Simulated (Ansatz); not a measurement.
Cartesian coordinates (Å):
```xyz
9

F     -0.1429     1.9740    -1.3015
Si    -0.2882     0.7393    -0.2798
Si    -2.1328    -0.2777     0.0134
Si     1.7268    -0.2695     0.2283
H     -3.4637     0.2785    -0.3016
H     -2.1040    -1.2955     1.0838
H      2.4186    -0.7410    -0.9950
H      1.3831    -1.4179     1.1005
H      2.6140     0.6700     0.9551
```
Charge 0, spin multiplicity 1.

Level of theory: frozen-core CCSD(T)/cc-pVTZ // ωB97X-D3(BJ)/def2-TZVP (Ansatz, a first-principles code). The restricted HF reference is unstable towards unrestricted orbitals.

| Property | Result |
|---|---|
| HF energy | -969.20907 Ha |
| MP2 correlation energy | -0.60987 Ha |

Problem. Estimate the CCSD correlation energy, the (T) correction, the total energy and the T1 diagnostic.

Solution. 
```
Item                            Result
-----------------------  -------------
CCSD correlation energy    -0.66196 Ha
(T) correction             -0.02589 Ha
CCSD(T) total energy     -969.89691 Ha
T1 diagnostic                    0.015
```
